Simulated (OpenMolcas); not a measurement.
**OpenMolcas run: O²⁺**

Input:

```
&GATEWAY
Coord
1

O 0.0 0.0 0.0
Basis=ANO-R1
Group=XYZ
NoMove
AngMom=0.0 0.0 0.0
AMFI
&SEWARD
* reference wave functions (RASSCF and RASSI steps not shown): 4 electrons in 4 orbitals (2s 2p)
>>> COPY JOB001 $Project.JobIph
&CASPT2
XMultistate=6 1 2 3 4 5 6
Frozen=0 0
IPEA=0.25
Imaginary=0.1
MaxIter=60
WThr=0.0 0.3 0.05
PrWF=0.5
NoMix
>>> COPY JOB002 $Project.JobIph
&CASPT2
XMultistate=11 1 2 3 4 5 6 7 8 9 10 11
Frozen=0 0
IPEA=0.25
Imaginary=0.1
MaxIter=60
WThr=0.0 0.3 0.05
PrWF=0.5
NoMix
>>> COPY JOB003 $Project.JobIph
&CASPT2
Multistate=1 1
Frozen=0 0
IPEA=0.25
Imaginary=0.1
MaxIter=60
WThr=0.0 0.3 0.05
PrWF=0.5
NoMix
...
```

Output, cut to the results:

```
--- CASPT2 ---
Orbital specifications:
      -----------------------

      Symmetry species                           1   2
                                                ag  au
      Frozen orbitals                            0   0
      Inactive orbitals                          1   0
      Active orbitals                            1   3
      Secondary orbitals                         6   3
      Deleted orbitals                           0   0
      Number of basis functions                  8   6
Type of calculation                        XMS-CASPT2
      Fock operator                              state-average
      IPEA shift                                 0.25
      Real shift                                 0.00
      Imaginary shift                            0.10
      The input orbitals will be transformed to quasi-canonical
      The input states will be rotated to diagonalize the Fock operator
Reference energy:         -73.1568923637
      E2 (Non-variational):      -0.0552400104
      Shift correction:          -0.0000491627
      E2 (Variational):          -0.0552891731
      Total energy:             -73.2121815369
      Residual norm:              0.0000003854
      Reference weight:           0.98480
      Contributions to the CASPT2 correlation energy
      Active & Virtual Only:         -0.0536926913
      One Inactive Excited:          -0.0012949483
      Two Inactive Excited:          -0.0002523708
Reference energy:         -73.1568923637
      E2 (Non-variational):      -0.0552210224
      Shift correction:          -0.0000491053
      E2 (Variational):          -0.0552701276
      Total energy:             -73.2121624913
      Residual norm:              0.0000003856
      Reference weight:           0.98481
      Contributions to the CASPT2 correlation energy
      Active & Virtual Only:         -0.0536736526
      One Inactive Excited:          -0.0012949891
      Two Inactive Excited:          -0.0002523806
::    XMS-CASPT2 Root  1     Total energy:    -73.21052592
::    XMS-CASPT2 Root  2     Total energy:    -73.21049078
::    XMS-CASPT2 Root  3     Total energy:    -73.21047243
::    XMS-CASPT2 Root  4     Total energy:    -71.92253335
::    XMS-CASPT2 Root  5     Total energy:    -71.92205147
::    XMS-CASPT2 Root  6     Total energy:    -71.92194384
--- CASPT2 ---
Orbital specifications:
      -----------------------

      Symmetry species                           1   2
                                                ag  au
      Frozen orbitals                            0   0
      Inactive orbitals                          1   0
      Active orbitals                            1   3
      Secondary orbitals                         6   3
      Deleted orbitals                           0   0
      Number of basis functions                  8   6
Type of calculation                        XMS-CASPT2
      Fock operator                              state-average
      IPEA shift                                 0.25
      Real shift                                 0.00
      Imaginary shift                            0.10
      The input orbitals will be transformed to quasi-canonical
      The input states will be rotated to diagonalize the Fock operator
Reference energy:         -73.0540701449
      E2 (Non-variational):      -0.0592105630
      Shift correction:          -0.0000493576
      E2 (Variational):          -0.0592599206
      Total energy:             -73.1133300655
      Residual norm:              0.0000003782
      Reference weight:           0.98395
      Contributions to the CASPT2 correlation energy
      Active & Virtual Only:         -0.0576177386
      One Inactive Excited:          -0.0013384719
      Two Inactive Excited:          -0.0002543525
Reference energy:         -73.0540701449
      E2 (Non-variational):      -0.0592388472
      Shift correction:          -0.0000493718
      E2 (Variational):          -0.0592882190
      Total energy:             -73.1133583639
      Residual norm:              0.0000003764
      Reference weight:           0.98394
      Contributions to the CASPT2 correlation energy
      Active & Virtual Only:         -0.0576462568
      One Inactive Excited:          -0.0013382597
      Two Inactive Excited:          -0.0002543307
::    XMS-CASPT2 Root  1     Total energy:    -73.11241659
::    XMS-CASPT2 Root  2     Total energy:    -73.11227621
::    XMS-CASPT2 Root  3     Total energy:    -73.11224415
::    XMS-CASPT2 Root  4     Total energy:    -73.11217166
::    XMS-CASPT2 Root  5     Total energy:    -73.11208745
::    XMS-CASPT2 Root  6     Total energy:    -72.99975470
::    XMS-CASPT2 Root  7     Total energy:    -71.85622186
::    XMS-CASPT2 Root  8     Total energy:    -71.85429180
::    XMS-CASPT2 Root  9     Total energy:    -71.85262812
::    XMS-CASPT2 Root 10     Total energy:    -71.85167641
::    XMS-CASPT2 Root 11     Total energy:    -71.84762569
--- CASPT2 ---
Orbital specifications:
      -----------------------

      Symmetry species                           1   2
                                                ag  au
      Frozen orbitals                            0   0
      Inactive orbitals                          1   0
      Active orbitals                            1   3
      Secondary orbitals                         6   3
      Deleted orbitals                           0   0
      Number of basis functions                  8   6
Type of calculation                        SS-CASPT2
      Fock operator                              state-specific
      IPEA shift                                 0.25
      Real shift                                 0.00
      Imaginary shift                            0.10
      The input orbitals will be transformed to quasi-canonical
Reference energy:         -72.9363478483
      E2 (Non-variational):      -0.0185676335
      Shift correction:          -0.0000086504
      E2 (Variational):          -0.0185762839
...
```

In XMS-CASPT2 the single-state energies belong to rotated reference states; over a whole degenerate manifold the rotation is arbitrary, and only the multistate roots count.

Levels above the lowest, from the spin-orbit matrix with the multistate effective Hamiltonian, averaged by term, added to it:

| Configuration | Term | J | E (cm-1) | Measured (cm-1) | g | Term weight % |
| --- | --- | --- | --- | --- | --- | --- |
| 2s2 2p2 | 3P | 0 | 0.0 | 0.0 |  | 100 |
| 2s2 2p2 | 3P | 1 | 103 | 113 | 1.501 | 100 |
| 2s2 2p2 | 3P | 2 | 305 |  | 1.501 | 100 |
| 2s2 2p2 | 1D | 2 | 21770 | 20273 | 1.000 | 100 |
| 2s2 2p2 | 1S | 0 | 46460 | 43186 |  | 100 |
| 2s 2p3 | 5S* | 2 | 56300 | 60325 | 2.002 | 100 |
| 2s 2p3 | 3D* | 2 | 119400 |  | 1.167 | 100 |
| 2s 2p3 | 3D* | 1 | 119400 |  | 0.499 | 100 |
| 2s 2p3 | 3D* | 3 | 119400 |  | 1.334 | 100 |
| 2s 2p3 | 3P* | 0 | 143920 |  |  | 100 |
| 2s 2p3 | 3P* | 1 | 143920 |  | 1.501 | 100 |
| 2s 2p3 | 3P* | 2 | 143920 |  | 1.501 | 100 |
| 2s 2p3 | 1D* | 2 | 190120 | 187054 | 1.000 | 100 |
| 2s 2p3 | 3S* | 1 | 197900 | 197088 | 2.002 | 100 |
| 2s 2p3 | 1P* | 1 | 214560 | 210462 | 1.000 | 100 |
| 2p4 | 3P | 2 | 282860 | 283760 | 1.501 | 100 |
| 2p4 | 3P | 1 | 283060 | 283977 | 1.501 | 100 |
| 2p4 | 3P | 0 | 283160 | 284072 |  | 100 |

Against the 10 measured excited levels shown (Moore, Selected Tables of Atomic Spectra, NSRDS-NBS 3, section 11) the mean absolute deviation is 2000 cm-1; the largest miss in energy is 2s 2p3 1P* 1: computed 214560, measured 210462 cm-1 (+1.9 %), and the largest in proportion 2s2 2p2 3P1 (-8.8 %).

CASPT2 breaks the degeneracy within a term, and the mean is taken; among the terms shown or strongly mixed into the levels shown the widest spread is 720 cm-1 (2s 2p3 1D*). Measured partners are found by configuration, term and J. A level has none where our copy of the source lacks it or the pairing is in doubt (some pairs that miss far off the trend of their configuration count as doubtful), and it then counts in no deviation. Levels of configurations outside the active space are missing. The first state left out of the spin-orbit step lies near 360000 cm-1 above the lowest spin-free state of the reference (among the parities and spins computed), and the list stops at four fifths of that energy or lower.

The term weight is that of the spin-free term in the level, not the purity of its configuration. * marks odd parity.
